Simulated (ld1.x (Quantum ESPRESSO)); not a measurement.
**lead (Pb): one change to a TM semilocal potential, before and after**

lead, norm-conserving Troullier–Martins (semilocal form), made with ld1.x (Quantum ESPRESSO) 7.5 (PBEsol, scalar-relativistic). Core [Xe] 4f14, reference 5d10 6s2 6p2. Waves: 6p (bound): rc 2.75 bohr; 5d (bound): rc 1.35 bohr; 5f channel at 0.3 Ry: rc 2.25 bohr; 6s (bound): rc 1.80 bohr. Local part: the s channel. Core correction: a·sin(br)/r model core inside 1.15 bohr.

Change: all radii but the core radius scaled by about 0.87 (s 1.56, p 2.38, d 1.18, f 1.96 bohr).

Cutoffs: the cutoffs (Ry, on a coarse ladder) from which the occupation-weighted sum of valence levels, in a spherical-Bessel basis at the reference potential, stays within 10 and 1 mRy of its value at 400 Ry; they do not see the model core or the augmentation charge, which bear on the density cutoff. Errors are all-electron minus pseudo energies relative to the spin-unpolarised reference configuration.

Task: Predict the effect on cutoff, ghosts and configuration errors.

Result: The potential gets harder (70 Ry and 100 Ry → 90 Ry and 140 Ry); of the 7 tests that both files solve, the error grows in 2 and shrinks in 3 by more than 15 % and 0.3 meV (median size 18.0 → 19.5 meV); neither file shows a bound ghost. A smaller radius makes the pseudo-wave follow the all-electron one further in, where it bends more sharply, so more plane waves are needed. A semilocal file is local in each channel, so a ghost entry of none says nothing of the separable form that plane-wave codes build from it.

```csv
quantity,base,changed
"cutoff, loose",70 Ry,90 Ry
"cutoff, tight",100 Ry,140 Ry
loose cutoff by channel (10 mRy a level),"p 6 Ry, d 45 Ry, s 18 Ry","p 8 Ry, d 45 Ry, s 30 Ry"
bound ghosts,none,none
"error for 5d10 6s2 6p1, meV [ΔE 6.60 eV]",-3.2,-3.6
"error for 5d10 6s2 6p0, meV [ΔE 20.04 eV]",-18,-18
"error for 5d10 6s1 6p0, meV [ΔE 52.52 eV]",-47,-28
"error for 5d10 6s1 6p3, meV [ΔE 8.77 eV]",-3.3,-4.6
"error for 5d10 6s0 6p4, meV [ΔE 17.91 eV]",-9.4,-19
"error for 5d9 6s2 6p3, meV [ΔE 19.29 eV]",-117,-88
"error for 5d10 6s0 6p0, meV [ΔE 95.24 eV]",-112,-77
```
